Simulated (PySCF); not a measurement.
# [RhO2]+ at several levels of theory

All levels use the PBE0 minimum (quintet; Rh–O 1.763 Å (×2); O–Rh–O 88.9°), basis [Rh def2-TZVP with ECP28, O def2-TZVP], scalar-relativistic core potentials, density fitting, no spin–orbit coupling, PySCF. For vertical energies the ionised species is a sextet (spins chosen at PBE0 and kept) and the electron-attached one a quartet. Open shells are unrestricted, also as the reference of the correlated levels. Dipoles are about the centre of mass. A dash marks a value that was not computed or is not defined at that level.

```xyz
3
charge 1 multiplicity 5, angstrom
Rh   -0.2986    0.0000    0.0000
O     0.9599    0.0000    1.2347
O     0.9599    0.0000   -1.2347
```

```csv
level,vertical IP (eV),vertical EA (eV),−ε(HOMO) (eV),dipole (D)
PBE0,17.43,9.78,14.91,2.95
HF,14.81,7.75,17.61,2.28
MP2,17.62,9.93,–,–
PBE,?,?,?,?
r2SCAN,?,–,?,?
```

(1) Fill in the row of PBE.

(2) Fill in the row of r2SCAN.

Results:

(1) vertical IP (eV) 17.85, vertical EA (eV) 9.89, −ε(HOMO) (eV) 13.88, dipole (D) 3.08.

(2) vertical IP (eV) 17.40, −ε(HOMO) (eV) 13.67, dipole (D) 2.88.

With open d or f shells other occupations or spin states may lie lower.
